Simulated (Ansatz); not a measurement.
Isolated molecules relaxed with PBE0-D4/def2-TZVP in Ansatz; ΔE leaves out vibrations. CCSD(T)/CBS is the MP2 limit (def2-TZVPP, def2-QZVPP) plus CCSD(T) − MP2 in def2-TZVPP, frozen cores. DFT in def2-TZVPP. B3LYP here is the variant with VWN-RPA as its local correlation; programs differ in this. HSE06 is defined as in plane-wave codes. Each species was taken in one conformer, which may not be the lowest.

`C=CN[SiH2]S` → `C=C(N)S[SiH3]`  (isomerisation)

`C=CN[SiH2]S`:

Z-matrix (Å, degrees):
```
Si
S 1 2.139
N 1 1.722 2 115.8
H 1 1.481 2 110.7 3 119.5
H 1 1.481 2 102.7 3 -119.5
H 2 1.344 1 94.7 3 -63.6
C 3 1.384 1 125.3 2 96.9
H 3 1.010 1 119.1 2 -68.0
C 7 1.331 3 126.4 1 -167.4
H 7 1.087 3 113.7 1 13.7
H 9 1.081 7 120.1 3 -178.4
H 9 1.085 7 122.1 3 1.1
```

`C=C(N)S[SiH3]`:

Cartesian coordinates in Å:
```
C 0.903 1.170 1.549
C 0.047 0.490 0.787
N -0.857 1.048 -0.106
S 0.034 -1.283 0.816
Si 0.003 -1.655 -1.296
H 1.670 0.661 2.114
H 0.854 2.252 1.607
H -1.771 0.621 -0.096
H -0.903 2.056 -0.072
H 0.272 -3.112 -1.401
H 1.064 -0.879 -1.982
H -1.315 -1.371 -1.919
```

```tsv
level	ΔE (kJ/mol)	difference from CCSD(T)/CBS
LDA (SPW92)	83.1	-13.5
PBE-D4	84.0	-12.6
revPBE-D4	80.1	-16.5
BLYP-D4	89.8	-6.8
r2SCAN-D4	92.3	-4.3
PBE0-D4	89.4	-7.2
B3LYP-D4	94.8	-1.8
r2SCANh-D4	93.6	-3.0
r2SCAN0-D4	95.4	-1.2
HSE06-D4	89.6	-7.0
BHLYP-D4	101.0	4.4
CAM-B3LYP-D4	99.5	2.9
ωB97X-V	93.9	-2.7
ωB97M-V	95.5	-1.1
B2PLYP	99.0	2.4
PBE-QIDH	94.5	-2.1
PBE	87.3	-9.3
revPBE	89.3	-7.3
r2SCAN	92.8	-3.8
PBE0	92.1	-4.5
B3LYP	100.4	3.8
r2SCANh	94.2	-2.4
r2SCAN0	96.1	-0.5
HSE06	92.0	-4.6
BHLYP	105.4	8.8
CAM-B3LYP	102.2	5.6
LC-ωPBE	96.0	-0.6
RPA@PBE/def2-TZVPP	94.4	-2.2
MP2/def2-SVP	86.6	-10.0
CCSD(T)/def2-SVP	87.2	-9.4
HF/def2-TZVPP	112.6	16.0
MP2/def2-TZVPP	94.2	-2.4
CCSD/def2-TZVPP	100.9	4.3
CCSD(T)/def2-TZVPP	96.7	0.1
HF/def2-QZVPP	113.8	17.2
MP2/def2-QZVPP	94.5	-2.1
SCS-MP2/def2-QZVPP	97.3	0.7
HF/CBS(def2)	113.9	17.3
MP2/CBS(def2)	94.1	-2.5
CCSD/CBS(def2)	100.8	4.2
CCSD(T)/CBS	96.6	0
```

Largest T1 diagnostic among the species: 0.012.

The D4 term adds −5.6 kJ/mol with B3LYP and −2.7 kJ/mol with PBE0; it sums over pairs of atoms, weighted by their polarisabilities, and B3LYP, whose exchange is more repulsive, gets the larger term. In def2-TZVPP, CCSD(T) changes the Hartree–Fock value by −15.8 kJ/mol (the triples alone add −4.2 kJ/mol) and MP2 by −18.4 kJ/mol. At CCSD(T), def2-SVP lies −9.4 kJ/mol from the extrapolated value and def2-TZVPP +0.1 kJ/mol.
